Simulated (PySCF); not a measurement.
## OsF at r²SCAN

Level: r²SCAN. PySCF, scalar-relativistic core potentials, basis sets Os def2-TZVPP with ECP60, F def2-TZVPP.

For OsF, the state is ⁴Δ (quartet), unpaired electrons π ↑↑, δ ↑, the bond length is 1.809 Å and the harmonic wavenumber is 715 cm⁻¹. The force constant is 5.21 mdyn/Å. The rotational constant Be is 0.2979 cm⁻¹. The anharmonicity ωexe is 3.65 cm⁻¹, the vibration–rotation constant αe is 0.00191 cm⁻¹ and the bond order (Mayer) is 1.17. The dipole moment (positive dipole means Os(−)F(+)) is -2.43 D.

De is left out where the level can put another filling of the metal’s s and d shells below the measured ground configuration, by anything from nothing to about 1 eV. These are scalar-relativistic numbers at best; spin–orbit coupling would shift them, the dissociation energy most. The state is the lowest single determinant that the PBE0 search found; with open d or f shells the true ground state can be another one.
